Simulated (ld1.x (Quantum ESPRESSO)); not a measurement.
# Configuration tests for Mg (PAW)

- Element: magnesium (Mg)
- Generator: ld1.x (Quantum ESPRESSO) 7.5
- Type: PAW
- Functional: PBE
- Relativity: scalar-relativistic
- Frozen core: [He]
- Valence charge: 10
- Reference configuration: 2s2 2p6 3s2 3p0
- Partial waves: 2s (bound): rcut 1.25, rcutus 1.45 bohr; 3s (bound): rcut 1.25, rcutus 1.45 bohr; 2p (bound): rcut 1.05, rcutus 1.15 bohr; 3p (bound, empty): rcut 1.05, rcutus 1.15 bohr; 3d channel at 0.05 Ry: rcut 0.95, rcutus 1.25 bohr; 3d channel at 1.4 Ry: rcut 0.95, rcutus 1.25 bohr
- Local potential: all-electron potential smoothed inside 1.30 bohr (lloc = -1)
- Core correction: Bessel-smoothed model core, default radius (core density twice the valence density)
- Augmentation charge: BESSEL, radius 0.80 bohr

Energies are relative to the spin-unpolarised reference configuration 2s2 2p6 3s2 3p0; without spin polarisation the order of configurations can differ from experiment. The frozen-core shift is the all-electron ΔE with the core orbitals held at their reference shape minus the fully relaxed ΔE.

(1) Give the all-electron excitation energy and the error of the potential for: 2s2 2p6 3s1 3p0; 2s2 2p6 3s0 3p0; 2s2 2p6 3s1.5 3p0; 2s2 2p6 3s0 3p2; 2s1 2p6 3s2 3p0; 2s2 2p6 3s1 3p1; 2s2 2p5 3s2 3p0.

Levels in the configuration 2s2 2p6 3s0 3p2:

```csv
level,all-electron (eV),pseudo (eV)
2s,-83.775,-83.774
2p,-50.516,-50.515
3p,-2.662,-2.662
```

Answers

(1)

```
valence configuration  charge  ΔE all-electron (eV)  error AE − PS (meV)  frozen-core shift (meV)
      2s2 2p6 3s1 3p0      +1                 7.960                 +0.2                      0.0
      2s2 2p6 3s0 3p0      +2                22.986                 -0.3                      0.0
    2s2 2p6 3s1.5 3p0    +0.5                 3.144                  0.0                      0.0
      2s2 2p6 3s0 3p2       0                 7.183                 -0.1                      0.0
      2s1 2p6 3s2 3p0      +1                91.471                 +217                     +1.0
      2s2 2p6 3s1 3p1       0                 3.491                 -0.1                      0.0
      2s2 2p5 3s2 3p0      +1                58.542                 +180                     +0.4
```
